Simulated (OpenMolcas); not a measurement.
S4+: input and output

Input:

```
&GATEWAY
Coord
1

S 0.0 0.0 0.0
Basis=ANO-R3
Group=XYZ
NoMove
AngMom=0.0 0.0 0.0
AMFI
&SEWARD
* reference wave functions (RASSCF and RASSI steps not shown): 2 electrons in 4 orbitals (3s 3p)
>>> COPY JOB001 $Project.JobIph
&CASPT2
Multistate=3 1 2 3
Frozen=1 0
IPEA=0.5
Imaginary=0.1
MaxIter=60
WThr=0.0 0.3 0.05
PrWF=0.5
NoMix
>>> COPY JOB002 $Project.JobIph
&CASPT2
Multistate=7 1 2 3 4 5 6 7
Frozen=1 0
IPEA=0.5
Imaginary=0.1
MaxIter=60
WThr=0.0 0.3 0.05
PrWF=0.5
NoMix
>>> COPY JOB003 $Project.JobIph
&CASPT2
Multistate=3 1 2 3
Frozen=1 0
IPEA=0.5
Imaginary=0.1
MaxIter=60
WThr=0.0 0.3 0.05
PrWF=0.5
NoMix
...
```

Launched by
```bash
OMP_NUM_THREADS=1 MOLCAS_MEM=1689 MOLCAS_PROJECT=a pymolcas a.inp > a.log  # once for each step of the input, in one work folder
```

Output, cut to the results:

```
--- CASPT2 ---
Orbital specifications:
      -----------------------

      Symmetry species                           1   2
                                                ag  au
      Frozen orbitals                            1   0
      Inactive orbitals                          1   3
      Active orbitals                            1   3
      Secondary orbitals                        32  30
      Deleted orbitals                           0   0
      Number of basis functions                 35  36
Type of calculation                        MS-CASPT2
      Fock operator                              state-specific
      IPEA shift                                 0.50
      Real shift                                 0.00
      Imaginary shift                            0.10
      The input orbitals will be transformed to quasi-canonical
Reference energy:        -393.5810942479
      E2 (Non-variational):      -0.2778310531
      Shift correction:          -0.0000171242
      E2 (Variational):          -0.2778481774
      Total energy:            -393.8589424253
      Residual norm:              0.0000000909
      Reference weight:           0.98796
      Contributions to the CASPT2 correlation energy
      Active & Virtual Only:         -0.0082443447
      One Inactive Excited:          -0.0321911106
      Two Inactive Excited:          -0.2373955978
Reference energy:        -393.5810942479
      E2 (Non-variational):      -0.2778310531
      Shift correction:          -0.0000171242
      E2 (Variational):          -0.2778481774
      Total energy:            -393.8589424253
      Residual norm:              0.0000000909
      Reference weight:           0.98796
      Contributions to the CASPT2 correlation energy
      Active & Virtual Only:         -0.0082443447
      One Inactive Excited:          -0.0321911106
      Two Inactive Excited:          -0.2373955978
::    CASPT2 Root  1     Total energy:   -393.85894243
::    CASPT2 Root  2     Total energy:   -393.85894243
::    CASPT2 Root  3     Total energy:   -393.85894243
::    MS-CASPT2 Root  1     Total energy:   -393.85894243
::    MS-CASPT2 Root  2     Total energy:   -393.85894243
::    MS-CASPT2 Root  3     Total energy:   -393.85894243
--- CASPT2 ---
Orbital specifications:
      -----------------------

      Symmetry species                           1   2
                                                ag  au
      Frozen orbitals                            1   0
      Inactive orbitals                          1   3
      Active orbitals                            1   3
      Secondary orbitals                        32  30
      Deleted orbitals                           0   0
      Number of basis functions                 35  36
Type of calculation                        MS-CASPT2
      Fock operator                              state-specific
      IPEA shift                                 0.50
      Real shift                                 0.00
      Imaginary shift                            0.10
      The input orbitals will be transformed to quasi-canonical
Reference energy:        -394.5011792417
      E2 (Non-variational):      -0.2745434603
      Shift correction:          -0.0000081405
      E2 (Variational):          -0.2745516008
      Total energy:            -394.7757308425
      Residual norm:              0.0000000489
      Reference weight:           0.98951
      Contributions to the CASPT2 correlation energy
      Active & Virtual Only:         -0.0058118300
      One Inactive Excited:          -0.0304244636
      Two Inactive Excited:          -0.2383071667
Reference energy:        -393.5112164289
      E2 (Non-variational):      -0.3343157452
      Shift correction:          -0.0007550054
      E2 (Variational):          -0.3350707506
      Total energy:            -393.8462871795
      Residual norm:              0.0000002963
      Reference weight:           0.93246
      Contributions to the CASPT2 correlation energy
      Active & Virtual Only:         -0.0643547515
      One Inactive Excited:          -0.0323740733
      Two Inactive Excited:          -0.2375869204
::    CASPT2 Root  1     Total energy:   -394.77573084
::    CASPT2 Root  2     Total energy:   -393.84628718
::    CASPT2 Root  3     Total energy:   -393.84628571
::    CASPT2 Root  4     Total energy:   -393.84628610
::    CASPT2 Root  5     Total energy:   -393.84630131
::    CASPT2 Root  6     Total energy:   -393.84628667
::    CASPT2 Root  7     Total energy:   -393.69914569
::    MS-CASPT2 Root  1     Total energy:   -394.77633859
::    MS-CASPT2 Root  2     Total energy:   -393.84630567
::    MS-CASPT2 Root  3     Total energy:   -393.84628841
::    MS-CASPT2 Root  4     Total energy:   -393.84628650
::    MS-CASPT2 Root  5     Total energy:   -393.84628407
::    MS-CASPT2 Root  6     Total energy:   -393.84628264
::    MS-CASPT2 Root  7     Total energy:   -393.69853762
--- CASPT2 ---
Orbital specifications:
      -----------------------

      Symmetry species                           1   2
                                                ag  au
      Frozen orbitals                            1   0
      Inactive orbitals                          1   3
      Active orbitals                            1   3
      Secondary orbitals                        32  30
      Deleted orbitals                           0   0
      Number of basis functions                 35  36
Type of calculation                        MS-CASPT2
      Fock operator                              state-specific
      IPEA shift                                 0.50
      Real shift                                 0.00
      Imaginary shift                            0.10
      The input orbitals will be transformed to quasi-canonical
Reference energy:        -394.1219659878
      E2 (Non-variational):      -0.2722178005
      Shift correction:          -0.0000222567
      E2 (Variational):          -0.2722400572
...
```

Levels above the lowest, from the spin-orbit matrix with the single-state CASPT2 energies, averaged by term, on its diagonal:

```
Configuration  Term  J  E (eV)  Measured (eV)  Term weight %
          3s²    ¹S  0  0.0000         0.0000            100
        3s 3p   ³P°  0  10.299        10.2937            100
        3s 3p   ³P°  1  10.340        10.3395            100
        3s 3p   ³P°  2  10.423        10.4339            100
        3s 3p   ¹P°  1  16.026        15.7647            100
          3p²    ³P  0  24.862        24.7928            100
          3p²    ³P  1  24.906        24.8428            100
          3p²    ³P  2  24.977        24.9389             97
          3p²    ¹D  2  25.302        24.0206             97
          3p²    ¹S  0  29.298        29.1797            100
```

Against the 9 measured excited levels shown (NIST levels in Podobedova, Kelleher and Wiese, J. Phys. Chem. Ref. Data 38, 171 (2009); Martin, Zalubas and Musgrove, J. Phys. Chem. Ref. Data 19, 821 (1990)) the mean absolute deviation is 1700 cm-1; the largest miss in energy is 3p² ¹D₂: computed 25.302, measured 24.0206 eV (+5.3 %). Levels of one J stand in another order than measured, so their pairing by name is doubtful.

Over all roots computed the reference weight is 0.93 to 0.99; the roots of lowest weight are the least certain, and an intruder state may touch them. The ¹D term of p² mixes with s d, which this space lacks. Computed and measured levels are paired by configuration, term and J; levels that our copy of the source lacks, or whose pairing is in doubt (as where it misses far off the trend of its configuration), stay unpaired and out of the deviations. Only configurations of the active space appear.

The term weight is that of the spin-free term in the level, not the purity of its configuration. ° marks odd parity.
